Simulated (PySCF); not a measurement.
Molecule: `CSC1=COC=C1`, C5H6OS.

Molfile (atoms numbered from 1):
```
C5H6OS
     RDKit          3D

 13 13  0  0  0  0  0  0  0  0999 V2000
    2.4178    0.2665   -0.3279 C   0  0  0  0  0  0  0  0  0  0  0  0
    1.3302   -1.1513   -0.5439 S   0  0  0  0  0  0  0  0  0  0  0  0
   -0.2217   -0.4113   -0.2320 C   0  0  0  0  0  0  0  0  0  0  0  0
   -1.4743   -1.1128   -0.2760 C   0  0  0  0  0  0  0  0  0  0  0  0
   -2.4275   -0.1883    0.0238 C   0  0  0  0  0  0  0  0  0  0  0  0
   -1.8713    1.0146    0.2467 O   0  0  0  0  0  0  0  0  0  0  0  0
   -0.5332    0.8821    0.0923 C   0  0  0  0  0  0  0  0  0  0  0  0
    3.4403   -0.0930   -0.5041 H   0  0  0  0  0  0  0  0  0  0  0  0
    2.3520    0.6668    0.6949 H   0  0  0  0  0  0  0  0  0  0  0  0
    2.1880    1.0592   -1.0556 H   0  0  0  0  0  0  0  0  0  0  0  0
   -1.6287   -2.1654   -0.5015 H   0  0  0  0  0  0  0  0  0  0  0  0
   -3.5096   -0.2443    0.1114 H   0  0  0  0  0  0  0  0  0  0  0  0
    0.0602    1.7785    0.2413 H   0  0  0  0  0  0  0  0  0  0  0  0
  1  2  1  0
  2  3  1  0
  3  4  1  0
  4  5  2  0
  5  6  1  0
  6  7  1  0
  7  3  2  0
  1  8  1  0
  1  9  1  0
  1 10  1  0
  4 11  1  0
  5 12  1  0
  7 13  1  0
M  END
```

Geometry PBE0-D3(BJ)/def2-SVP throughout; GIAO in PySCF 2.14.0 with density-fitted response routines, gas phase, one conformer, non-relativistic; equivalent atoms averaged; basis pcSseg-1.

For orientation, WP04 gives these absolute shieldings σ: C5 24.4, C7 34.0, C3 39.1, S2 466.6, O6 29.9, H12 24.46, H13 24.99, H11 25.41, H8/H9/H10 29.38 ppm.

A run gave: C5 45.5, C7 56.4, C3 62.4, S2 535.6, O6 39.5, H12 23.90, H13 24.50, H11 24.95, H8/H9/H10 28.92 ppm (absolute shieldings σ).

Question: Which functional was used in that run?
A. KT2
B. BHandHLYP
C. B3LYP
D. PBE0

Answer: A. C5 tells them apart best: KT2 gives 45.5, BHandHLYP gives 32.7, B3LYP gives 31.2, PBE0 gives 36.9 ppm.
